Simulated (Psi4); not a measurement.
CH$_{4}$BClO$_{2}$ (SMILES COB(O)Cl), singlet, geometry from GFN2-xTB.

The Psi4 input:
```
memory 2 GB

molecule {
0 1
  B     0.08669134    0.20766938    0.07563506
  Cl   -0.21044529   -0.38321066    1.69932691
  O     0.61522169    1.43104300   -0.12854976
  H     0.81847372    1.95622854    0.64513563
  O    -0.24404255   -0.62922218   -0.90773729
  C    -0.08310990   -0.34122200   -2.28590249
  H     0.57423152   -1.09889504   -2.71431678
  H    -1.06408941   -0.39860174   -2.75928580
  H     0.34472362    0.65026800   -2.43255460
}

set basis def2-svp
set freeze_core true

energy('ccsd')
print_variables()
```

Task: What does this run give for the total energy, coupled-cluster correlation energy (without the perturbative part), number of basis functions, nuclear repulsion energy, MP2 correlation energy?

Result: 
The total energy is -674.709905 Ha, the coupled-cluster correlation energy (without the perturbative part) comes out as -0.7603 Eh and the number of basis functions is 94. The nuclear repulsion energy is 212.7020 Eh. The MP2 correlation energy comes out as -0.7215 Eh.
